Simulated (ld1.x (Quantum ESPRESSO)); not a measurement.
## Mn (Z = 25): what ld1.x (Quantum ESPRESSO) 7.5 does with a changed input

Command:

```bash
ld1.x < Mn.in > Mn.out
```

Input:

```
&input
   title='Mn', zed=25., rel=1, dft='PZ', iswitch=3, lsd=1,
   config='[Ar] 3d5 4s1.75 4p0.25',
   nld=3, rlderiv=3.60, eminld=-3.0, emaxld=5.0, deld=0.02
 /
 &inputp
   pseudotype=3, tm=.true., lloc=-2, rcloc=3.20,
   nlcc=.true., new_core_ps=.true., rcore=1.95,
   which_augfun='PSQ', rmatch_augfun_nc=.true.,
   file_pseudopw='Mn.UPF', file_wfcaegen='ae.wfc', file_wfcncgen='nc.wfc', file_beta='beta', file_chi='chi', file_wfcusgen='us.wfc'
 /
6
4S  1  0   1.75   0.00  2.25  2.60  0.0
4S  1  0   0.00  -0.10  2.25  2.60  0.0
4P  2  1   0.25   0.00  2.75  3.30  0.0
4P  2  1   0.00   0.45  2.75  3.30  0.0
3D  3  2   5.00   0.00  1.90  2.30  0.0
3D  3  2   0.00   2.60  1.90  2.30  0.0
 &test
   configts(1)='3d5 4s1.75 4p0.25'
 /
```

This is an input that runs to its end, with one change: spin polarisation asked for in a generation.

Q: How does the run end?

A: The program runs through. The occupied levels of the test differ from the all-electron ones by at most 0.00000 Ry (unchanged input: 0.00000 Ry).

```

     Etot =   -2312.205416 Ry,   -1156.102708 Ha,  -31459.157322 eV
     Etotps =   -32.618448 Ry,     -16.309224 Ha,    -443.796597 eV

     Ekin =       6.730312 Ry,       3.365156 Ha,      91.570558 eV
     Encl =     -53.391873 Ry,     -26.695936 Ha,    -726.433435 eV
     Ehrt =      27.320260 Ry,      13.660130 Ha,     371.711072 eV
     Ecxc =     -10.696069 Ry,      -5.348035 Ha,    -145.527436 eV
     (Ecc =      -2.942778 Ry,      -1.471389 Ha,     -40.038536 eV)
     Epseu=      -2.581078 Ry,      -1.290539 Ha,     -35.117356 eV

     ---------------------- End of pseudopotential test ----------------------
```
